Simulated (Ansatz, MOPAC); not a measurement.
Potential energy curve for BrMg (cation, charge +1), lowest triplet found (which spin is the ground state isn't settled by this scan).

Computed with: ROCCSDT = CCSDT on ROHF/cc-pVDZ, cores with 3d frozen run with Ansatz (a first-principles code); PM6, unrestricted, heats of formation (MOPAC); FCI = full CI/cc-pVDZ, cores with 3d frozen (Ansatz).

Energies relative to the lowest point of each curve between 2.27 and 3.50 Å, where full CI is lowest, in kcal/mol:

```csv
R / Å,ROCCSDT,PM6
1.86,105.1,69.8
2.16,30.5,16.4
2.36,11.3,3.6
2.57,2.7,0.0
2.73,0.4,0.9
2.94,0.0,4.5
3.13,1.0,8.4
3.27,2.0,11.2
3.77,5.7,17.9
4.19,7.8,20.1
4.65,9.2,21.0
5.74,10.7,21.5
```

Estimate the FCI values at these points.

1.86: 105.1; 2.16: 30.5; 2.36: 11.3; 2.57: 2.7; 2.73: 0.4; 2.94: 0.0; 3.13: 1.0; 3.27: 2.0; 3.77: 5.7; 4.19: 7.8; 4.65: 9.2; 5.74: 10.8 (kcal/mol).
